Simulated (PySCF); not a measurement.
CH6CdOSi, SMILES C[O][Cd][SiH3]. Atoms are numbered in the order given.

```xyz
10

Cd    -0.0240     0.0919    -0.0092
O     -1.3030    -0.0263    -1.5319
C     -1.6974    -1.1689    -2.2280
H     -2.4251    -0.8906    -3.0162
H     -0.8618    -1.6898    -2.7446
H     -2.2015    -1.9295    -1.5926
Si     1.5437     0.4193     1.8944
H      0.7984     0.6175     3.1732
H      2.4153     1.6115     1.6725
H      2.4235    -0.7775     2.0502
```

Geometry optimised at B3LYP-D3(BJ)/def2-SVP. The structure was generated by enumeration; whether it is a known compound was not checked. The def2 effective core potentials stand for the cores of Cd; spin–orbit coupling is left out. The values are those of a single conformer.

The numbers are results of TDA-LC-ωPBE/def2-SVPD (PySCF 2.14.0), not measurements.

Vertical excitations. Isolated molecule, no solvent.

Computed UV-visible absorptions:
```csv
state,energy (eV),λ (nm),f,main pairs
S1,5.53,224,0.001,"HOMO→LUMO 65 %, HOMO→LUMO+2 20 %"
S2,5.84,212,0.030,"HOMO−1→LUMO 62 %, HOMO→LUMO+1 28 %"
S3,5.95,208,0.012,"HOMO−1→LUMO+1 66 %, HOMO→LUMO+2 15 %, HOMO→LUMO 11 %"
S4,6.02,206,0.026,"HOMO→LUMO+2 47 %, HOMO−1→LUMO+1 26 %, HOMO→LUMO 16 %"
S5,6.09,204,0.065,"HOMO−1→LUMO+2 57 %, HOMO→LUMO+1 16 %, HOMO−1→LUMO 14 %"
S6,6.46,192,0.282,"HOMO→LUMO+1 47 %, HOMO−1→LUMO+2 23 %, HOMO−1→LUMO 11 %"
S7,6.98,178,0.132,HOMO−2→LUMO 85 %
S8,7.05,176,0.147,HOMO−2→LUMO+1 86 %
S9,7.27,171,0.559,HOMO−2→LUMO+2 80 %
S10,7.99,155,0.017,"HOMO→LUMO+4 67 %, HOMO→LUMO+7 12 %, HOMO→LUMO+3 11 %"
T1,5.12,242,0,"HOMO−1→LUMO 65 %, HOMO−2→LUMO 15 %"
T2,5.18,239,0,"HOMO→LUMO+2 39 %, HOMO→LUMO 39 %, HOMO→LUMO+3 11 %"
T3,5.28,235,0,"HOMO−1→LUMO+1 51 %, HOMO−2→LUMO+1 38 %"
T4,5.32,233,0,"HOMO−1→LUMO+2 57 %, HOMO−2→LUMO 18 %"
```
Triplets are in the Tamm–Dancoff approximation.
